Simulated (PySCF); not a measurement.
BHN, SMILES B=[N] (connectivity only; charge and spin as stated), charge -1, multiplicity 1. Geometry: B3LYP-D3(BJ)/def2-TZVPD. The multiplicity is an assumed one; other spin states were not compared. The isomer is the one that the SMILES or the coordinates give; other isomers of the formula were not compared.

These are PySCF 2.14.0 with B3LYP-D3(BJ)/def2-TZVPD values and carry that method's errors.

Harmonic wavenumbers (cm⁻¹): 664, 664, 1749, 2730. Rotational constants (GHz): 38.30 (linear); symmetry number 1.

Work out the zero-point energy and the ideal-gas rigid-rotor harmonic-oscillator thermochemistry at 298.15 K and 1 atm.

ZPE = ½ Σ hcν = ½ × 5807 cm⁻¹ = 34.73 kJ/mol. H − E(el) = 44.08 kJ/mol. Entropy in J/(mol K): translation 149.30, rotation 50.62, vibration 2.96, total 202.88. G − E(el) = -16.41 kJ/mol. Cp = 36.76 J/(mol K).
